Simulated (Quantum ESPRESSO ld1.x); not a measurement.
Neutral phosphorus, 15 electrons, occupied as [Ne] 3s1.5 3p3.5 (fractional occupations, a model configuration).

Method: non-relativistic Kohn-Sham, LDA (Slater exchange, VWN5 correlation), spin-polarised, spherical densities, point nucleus; open shells are filled with parallel spins first; computed with ld1.x of Quantum ESPRESSO 7.5.

Energy parts (eV):
| part | energy |
|---|---|
| total | -9247.96 |
| kinetic | 9227.34 |
| electron-nucleus | -22042.16 |
| Hartree | 4161.18 |
| exchange-correlation | -594.32 |

Orbitals (lengths in bohr, moments of r in powers of bohr; r(max) is where P^2 peaks):
orbital  occ.  eigenvalue (eV)  r(max)
1s up       1         -2070.25   0.068
1s down     1         -2069.84   0.068
2s up       1         -172.803   0.423
2s down     1         -172.333   0.423
2p up       3         -125.138   0.355
2p down     3         -124.579   0.355
3s up       1         -15.1862    1.56
3s down   0.5         -12.5267    1.57
3p up       3          -6.6664    1.80
3p down   0.5          -4.3881    1.86

The highest occupied level is 3p down at -4.388 eV. Virial ratio -V/T = 2.00223. Summed over all electrons, <r^2> = 31.30 bohr^2, which gives a Langevin (diamagnetic) susceptibility term of -24.8 x 10^-6 cm^3/mol.
